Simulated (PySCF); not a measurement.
B3LYP has the VWN-RPA correlation part, as in Gaussian. Excitations are Tamm–Dancoff values on a coarser integration grid. The basis has no diffuse functions, so Rydberg states are missing or too high.

Cartesian coordinates (Å):
```xyz
11

B      2.1253    -0.1583     0.6538
B      0.8408     0.7193     0.1999
B     -0.7483     0.3564     0.3646
C     -1.6193    -0.4420    -0.6640
H      2.6343    -0.9462    -0.0888
H      2.6120    -0.0604     1.7414
H      1.0655     1.7814    -0.3235
H     -1.2926     0.7340     1.3674
H     -2.5494     0.0931    -0.8817
H     -1.9351    -1.3746    -0.1773
H     -1.1331    -0.7028    -1.6040
```
Charge 0, spin multiplicity 1.

### Question
Give the total energy, S1 excitation (TDA), S1 oscillator strength, LUMO, dipole moment, T1 excitation (TDA), HOMO and S1–T1 gap (TDA) at the level B3LYP-D3(BJ)/def2-TZVP (PySCF 2.14.0).

### Answer

```yaml
total_energy: -3180.09 eV
S1 excitation (TDA): 4.83 eV
S1 oscillator strength: 0.012
LUMO: -1.80 eV
dipole_moment: 0.72 D
T1 excitation (TDA): 4.06 eV
HOMO: -7.68 eV
S1–T1 gap (TDA): 0.77 eV
```
